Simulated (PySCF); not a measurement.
C5H5S2 (charge +1).
SMILES with atom numbers: `[CH2:1]=[CH:2][c:3]1[cH:4][s:5][cH+:6][s:7]1`

Cartesian coordinates in Å at the GFN2-xTB level; atoms count from 1:
```xyz
12
C5H5S2 angstrom
C     -2.317   -0.301    0.041
C     -1.316    0.565    0.183
C      0.083    0.209    0.123
C      1.117    1.085    0.267
S      2.709    0.471    0.163
C      2.223   -1.112   -0.097
S      0.580   -1.442   -0.150
H     -2.156   -1.353   -0.132
H     -3.341    0.025    0.096
H     -1.514    1.613    0.355
H      0.989    2.140    0.441
H      2.944   -1.901   -0.228
```

NICS is the negative of the GIAO shielding at a point without a nucleus: at the ring centre (0) and 1 Å above and below it (1); zz is the component along the ring normal. Level: GIAO PBE0/pcSseg-1 (PySCF, non-relativistic, gas phase) on the GFN2-xTB geometry, one conformer.

Ring bond lengths (Å), with Mayer bond orders in brackets: C3–C4 1.362 (1.52), C4–S5 1.710 (1.18), S5–C6 1.676 (1.35), C6–S7 1.677 (1.33), S7–C3 1.746 (1.11).

Problem. What do the NICS probes read (ppm)?

Solution. 
```tsv
ring	type	NICS(0)	NICS(1), two faces	NICS(1)zz, two faces	rms pucker (Å)	centre to ring atoms, mean (Å)
C3–C4–S5–C6–S7	5-membered ring with 2 S; formal bonds all aromatic	-11.0	-10.8 / -10.8	-23.2 / -23.2	0.00	1.38
```

Problem. What can be read from them?

Solution. 
- C3–C4–S5–C6–S7: mean NICS(1)zz -23.2 ppm, shielded, aromatic by this magnetic criterion (flat ring, no four-coordinate atom).

Problem. And the bond-length index? Use HOMA with the parameters of Krygowski (1993).

Solution. 
- C3–C4–S5–C6–S7: HOMA 0.86; the largest term is that of S7–C3, α(R − Ropt)² = 0.45. The geometric and the magnetic index point the same way.

Problem. At the first NICS(1) probe listed for ring C3–C4–S5–C6–S7, 1 Å off the ring, how large is the induced field along the normal in 1 T applied along it?

Solution. NICSzz × B0 = -23.2 ppm × 1 T = -23 μT, against the applied field.

Problem. Give the inner angles of the rings and the Hirshfeld charges of the ring atoms.

Solution. 
- C3–C4–S5–C6–S7: C3 114.1° (+0.018 e), C4 118.0° (-0.036 e), S5 94.5° (+0.335 e), C6 118.3° (-0.004 e), S7 95.0° (+0.317 e); sum 540.0° against 540° for a flat convex ring.

Problem. What are the shieldings of the ring atoms and their hydrogens in the same run (means over atoms taken as equivalent)?

Solution. 
```
atoms                        environment  σ isotropic (ppm)  principal values of the symmetric part, first atom (ppm)
   C3        substituted aromatic carbon               12.3                                         -50.1, -8.4, 95.4
   C4  aromatic CH next to a ring sulfur               44.1                                        -31.9, 32.9, 131.2
   S5                        ring sulfur               75.7                                       -171.2, 61.7, 336.6
   C6  aromatic CH next to a ring sulfur               -4.7                                      -130.7, -25.6, 142.2
   S7                        ring sulfur               94.3                                       -131.4, 57.0, 357.5
  H11                  aromatic hydrogen              23.30                                          19.5, 24.6, 25.8
  H12                  aromatic hydrogen              21.49                                          19.1, 21.6, 23.7
```
